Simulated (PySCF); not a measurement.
InH, SMILES [InH] (connectivity only; charge and spin as stated), neutral, multiplicity 1.

Coordinates come from a B3LYP-D3(BJ)/def2-TZVPD optimisation. The def2 effective core potentials stand for the cores of In; spin–orbit coupling is left out.

Two levels are set side by side: PBE/def2-TZVPD (PySCF) and CAM-B3LYP/def2-TZVPD (PySCF). Same geometry, gas phase. Differences are taken from unrounded values.

```tsv
quantity	CAM-B3LYP
orbital gap (eV)	5.97
highest occupied level (eV)	-6.93
lowest empty level (eV)	-0.97
dipole moment (D)	0.98
mean polarisability (bohr³)	51.0
```

### Question
What does PBE give, and how far is it from CAM-B3LYP? (The exact figures need the calculation; the answer reports its results.)

### Answer

```tsv
quantity	PBE	PBE minus CAM-B3LYP
orbital gap (eV)	2.35	-3.61
highest occupied level (eV)	-4.80	2.14
lowest empty level (eV)	-2.44	-1.48
dipole moment (D)	0.98	0.00
mean polarisability (bohr³)	52.5	1.5
```

Without exact exchange PBE keeps part of each electron's self-repulsion, which lifts occupied levels and narrows the gap. Differences between two approximate levels are no errors against the true value.

Rough cost on one machine, each run with all the roots and properties that it gave: CAM-B3LYP against PBE within a factor of 2.
